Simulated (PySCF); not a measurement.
C3H7BN2. Atoms are numbered in the order given.

```xyz
13

C     -0.1166    -2.7061     0.0000
C      0.4155    -1.5090     0.0000
C      0.8917    -0.2881     0.0000
B     -0.0354     0.9920     0.0000
N      0.5848     2.2652     0.0000
N     -1.4390     0.8307     0.0000
H     -0.3384    -3.2288    -0.9367
H     -0.3384    -3.2288     0.9367
H      1.9852    -0.1751     0.0000
H      0.0802     3.1398     0.0000
H      1.5873     2.3771     0.0000
H     -1.8613    -0.0871     0.0000
H     -2.1017     1.5915     0.0000
```

The structure is a stationary point at PBE0-D3(BJ)/def2-SVP. This is a generated structure with no PubChem entry under its InChIKey; it may be hypothetical. One conformer was computed; it need not be the lowest.

Level of theory: PySCF 2.14.0 with PBE0-D3(BJ)/def2-SVP.

Frequencies are harmonic and unscaled.

Computed normal modes with their intensities:
```json
[
 {"mode": "1", "ν (cm⁻¹)": "50", "IR (km/mol)": "3.3", "Raman (Å⁴/amu)": "2.0", "depolarisation": "0.75", "moving atoms (share of kinetic energy)": "C 42 %, H 31 %, N 26 %"},
 {"mode": "2", "ν (cm⁻¹)": "120", "IR (km/mol)": "0.2", "Raman (Å⁴/amu)": "6.9", "depolarisation": "0.68", "moving atoms (share of kinetic energy)": "C 46 %, N 30 %, H 22 %"},
 {"mode": "3", "ν (cm⁻¹)": "298", "IR (km/mol)": "0.8", "Raman (Å⁴/amu)": "0.7", "depolarisation": "0.75", "moving atoms (share of kinetic energy)": "H 78 %, N 22 %"},
 {"mode": "4", "ν (cm⁻¹)": "328", "IR (km/mol)": "30.0", "Raman (Å⁴/amu)": "0.1", "depolarisation": "0.75", "moving atoms (share of kinetic energy)": "H 68 %, C 23 %"},
 {"mode": "5", "ν (cm⁻¹)": "329", "IR (km/mol)": "0.3", "Raman (Å⁴/amu)": "1.7", "depolarisation": "0.70", "moving atoms (share of kinetic energy)": "N 40 %, H 26 %, C 25 %, B 10 %"},
 {"mode": "6", "ν (cm⁻¹)": "353", "IR (km/mol)": "319.3", "Raman (Å⁴/amu)": "2.1", "depolarisation": "0.75", "moving atoms (share of kinetic energy)": "H 89 %"},
 {"mode": "7", "ν (cm⁻¹)": "368", "IR (km/mol)": "3.0", "Raman (Å⁴/amu)": "0.7", "depolarisation": "0.71", "moving atoms (share of kinetic energy)": "H 33 %, N 31 %, C 30 %"},
 {"mode": "8", "ν (cm⁻¹)": "404", "IR (km/mol)": "2.5", "Raman (Å⁴/amu)": "1.3", "depolarisation": "0.75", "moving atoms (share of kinetic energy)": "H 47 %, C 37 %, B 13 %"},
 {"mode": "9", "ν (cm⁻¹)": "439", "IR (km/mol)": "24.9", "Raman (Å⁴/amu)": "0.0", "depolarisation": "–", "moving atoms (share of kinetic energy)": "H 88 %"},
 {"mode": "10", "ν (cm⁻¹)": "546", "IR (km/mol)": "6.4", "Raman (Å⁴/amu)": "6.4", "depolarisation": "0.27", "moving atoms (share of kinetic energy)": "C 57 %, H 18 %, N 15 %, B 11 %"},
 {"mode": "11", "ν (cm⁻¹)": "582", "IR (km/mol)": "0.1", "Raman (Å⁴/amu)": "1.3", "depolarisation": "0.75", "moving atoms (share of kinetic energy)": "H 88 %"},
 {"mode": "12", "ν (cm⁻¹)": "664", "IR (km/mol)": "14.9", "Raman (Å⁴/amu)": "2.3", "depolarisation": "0.75", "moving atoms (share of kinetic energy)": "B 55 %, H 20 %, C 19 %"},
 {"mode": "13", "ν (cm⁻¹)": "784", "IR (km/mol)": "0.6", "Raman (Å⁴/amu)": "3.7", "depolarisation": "0.08", "moving atoms (share of kinetic energy)": "C 43 %, H 33 %, N 22 %"},
 {"mode": "14", "ν (cm⁻¹)": "837", "IR (km/mol)": "60.6", "Raman (Å⁴/amu)": "0.7", "depolarisation": "0.68", "moving atoms (share of kinetic energy)": "H 74 %, C 26 %"},
 {"mode": "15", "ν (cm⁻¹)": "860", "IR (km/mol)": "0.1", "Raman (Å⁴/amu)": "1.8", "depolarisation": "0.54", "moving atoms (share of kinetic energy)": "H 67 %, N 25 %, C 8 %"},
 {"mode": "16", "ν (cm⁻¹)": "891", "IR (km/mol)": "19.3", "Raman (Å⁴/amu)": "7.8", "depolarisation": "0.75", "moving atoms (share of kinetic energy)": "H 88 %, C 12 %"},
 {"mode": "17", "ν (cm⁻¹)": "924", "IR (km/mol)": "5.8", "Raman (Å⁴/amu)": "4.0", "depolarisation": "0.19", "moving atoms (share of kinetic energy)": "H 54 %, N 45 %"},
 {"mode": "18", "ν (cm⁻¹)": "988", "IR (km/mol)": "0.1", "Raman (Å⁴/amu)": "0.5", "depolarisation": "0.75", "moving atoms (share of kinetic energy)": "H 61 %, C 39 %"},
 {"mode": "19", "ν (cm⁻¹)": "1084", "IR (km/mol)": "1.1", "Raman (Å⁴/amu)": "51.5", "depolarisation": "0.36", "moving atoms (share of kinetic energy)": "H 66 %, C 33 %"},
 {"mode": "20", "ν (cm⁻¹)": "1225", "IR (km/mol)": "52.7", "Raman (Å⁴/amu)": "1.9", "depolarisation": "0.25", "moving atoms (share of kinetic energy)": "H 43 %, C 28 %, B 20 %, N 8 %"},
 {"mode": "21", "ν (cm⁻¹)": "1353", "IR (km/mol)": "158.4", "Raman (Å⁴/amu)": "25.8", "depolarisation": "0.28", "moving atoms (share of kinetic energy)": "B 41 %, H 38 %, C 15 %"},
 {"mode": "22", "ν (cm⁻¹)": "1422", "IR (km/mol)": "54.3", "Raman (Å⁴/amu)": "9.4", "depolarisation": "0.73", "moving atoms (share of kinetic energy)": "H 48 %, B 40 %"},
 {"mode": "23", "ν (cm⁻¹)": "1459", "IR (km/mol)": "41.8", "Raman (Å⁴/amu)": "3.3", "depolarisation": "0.40", "moving atoms (share of kinetic energy)": "H 46 %, C 38 %, B 15 %"},
 {"mode": "24", "ν (cm⁻¹)": "1593", "IR (km/mol)": "88.2", "Raman (Å⁴/amu)": "3.7", "depolarisation": "0.75", "moving atoms (share of kinetic energy)": "H 81 %, N 16 %"},
 {"mode": "25", "ν (cm⁻¹)": "1609", "IR (km/mol)": "295.3", "Raman (Å⁴/amu)": "5.5", "depolarisation": "0.73", "moving atoms (share of kinetic energy)": "H 57 %, N 24 %, B 19 %"},
 {"mode": "26", "ν (cm⁻¹)": "2070", "IR (km/mol)": "178.5", "Raman (Å⁴/amu)": "6.4", "depolarisation": "0.54", "moving atoms (share of kinetic energy)": "C 98 %"},
 {"mode": "27", "ν (cm⁻¹)": "3141", "IR (km/mol)": "5.0", "Raman (Å⁴/amu)": "119.7", "depolarisation": "0.43", "moving atoms (share of kinetic energy)": "H 92 %, C 8 %"},
 {"mode": "28", "ν (cm⁻¹)": "3146", "IR (km/mol)": "0.2", "Raman (Å⁴/amu)": "277.8", "depolarisation": "0.10", "moving atoms (share of kinetic energy)": "H 94 %"},
 {"mode": "29", "ν (cm⁻¹)": "3237", "IR (km/mol)": "0.0", "Raman (Å⁴/amu)": "141.5", "depolarisation": "0.75", "moving atoms (share of kinetic energy)": "H 89 %, C 11 %"},
 {"mode": "30", "ν (cm⁻¹)": "3650", "IR (km/mol)": "34.5", "Raman (Å⁴/amu)": "62.9", "depolarisation": "0.19", "moving atoms (share of kinetic energy)": "H 96 %"},
 {"mode": "31", "ν (cm⁻¹)": "3657", "IR (km/mol)": "31.1", "Raman (Å⁴/amu)": "203.8", "depolarisation": "0.14", "moving atoms (share of kinetic energy)": "H 96 %"},
 {"mode": "32", "ν (cm⁻¹)": "3759", "IR (km/mol)": "36.5", "Raman (Å⁴/amu)": "61.5", "depolarisation": "0.65", "moving atoms (share of kinetic energy)": "H 91 %, N 9 %"},
 {"mode": "33", "ν (cm⁻¹)": "3764", "IR (km/mol)": "21.1", "Raman (Å⁴/amu)": "66.5", "depolarisation": "0.75", "moving atoms (share of kinetic energy)": "H 91 %, N 9 %"}
]
```
